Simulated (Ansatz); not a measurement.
Ansatz (a program for electronic structure) input (MP2/6-311+G**): The .json file is the Basis Set Exchange's 6-311+G**.

Ansatz 0.2 input:
```yaml
crystal:
  periodic: [false, false, false]
  atoms:
    - {symbol: Si, position_ang: [0.00000000, 0.00000000, 0.00000000]}
basis:
  gaussian:
    orbitals: 6-311+G__.json
total_charge: 1
magnetization: {spin_polarized: true, initial_magnetization: 1}
correlation: {method: mp2, electrons: outside_noble_gas}
scf: {lower_state_search: full}
```

Problem. Predict the final energy.

Solution. -288.60626 Eh.
